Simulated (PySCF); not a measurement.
Species: C4H5S, charge 0, multiplicity 2. It need not be the lowest isomer of its formula. 
Geometry from a B3LYP-D3(BJ)/def2-TZVP (Ansatz) optimisation:
```
C
C 1 1.3715
H 1 1.0802 2 124.72
H 2 1.0819 1 123.26 3 0.00
C 2 1.3924 4 121.83 1 180.00
H 5 1.0776 2 127.07 4 0.00
C 1 1.4966 3 120.93 2 180.00
H 7 1.0943 1 113.01 3 -61.06
H 7 1.0943 8 107.32 1 -125.26
S 5 1.7369 6 120.00 2 -180.00
```
Charge 0, spin multiplicity 2.

Dispersion corrections to the total energy (kcal/mol) from the dftd3 and dftd4 libraries through PySCF: D3(BJ) without and D4 with the three-body term, each with the damping fitted for the functional named.

```csv
functional,D3(BJ),D4
PBE0,(withheld),-4.78
B3LYP,-10.34,-9.32
PW6B95,-2.92,-5.14
PBE,-5.83,-5.74
B2GP-PLYP,-3.90,-2.37
HSE06,(withheld),-4.42
r2SCAN,(withheld),-1.35
```

Problem. What belongs in the gaps?

Solution. 
- PBE0, D3(BJ): -5.02
- HSE06, D3(BJ): -3.77
- r2SCAN, D3(BJ): -1.56
